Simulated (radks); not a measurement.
Q: The mean radii <r> (bohr) of the occupied orbitals of an atom or ion are listed with their occupations. Method: Dirac Kohn-Sham, exchange-only PBE, spin-unpolarised, spherical densities, finite nucleus; Fermi nuclear charge, rms radius of each element as measured or else 0.836 A^(1/3) + 0.57 fm; computed with a radial shooting solver on a logarithmic mesh with Libxc functionals.

| orbital | occ. | <r> |
|---|---|---|
| 1s1/2 | 2 | 0.02781 |
| 2s1/2 | 2 | 0.1194 |
| 2p1/2 | 2 | 0.1008 |
| 2p3/2 | 4 | 0.1064 |
| 3s1/2 | 2 | 0.3219 |
| 3p1/2 | 2 | 0.3122 |
| 3p3/2 | 4 | 0.3237 |
| 3d3/2 | 4 | 0.2946 |
| 3d5/2 | 6 | 0.2983 |
| 4s1/2 | 2 | 0.7640 |
| 4p1/2 | 2 | 0.8004 |
| 4p3/2 | 4 | 0.8288 |
| 4d3/2 | 4 | 0.9547 |
| 4d5/2 | 6 | 0.9661 |
| 5s1/2 | 2 | 1.881 |

Name the element and its charge. Open shells, if any, are shared by 2j + 1.

A: Z = 52, tellurium, charge +4: Te4+ in [Kr] 4d10 5s2. The 1s radius gives Z: for a bare nucleus <r> = (2 gamma + 1)/(2Z) with gamma = sqrt(1 - (Z/c)^2), 0.02741 bohr for Z = 52, and screening makes it slightly larger (0.02781 here). The occupations add up to 48, and the charge is Z minus that.
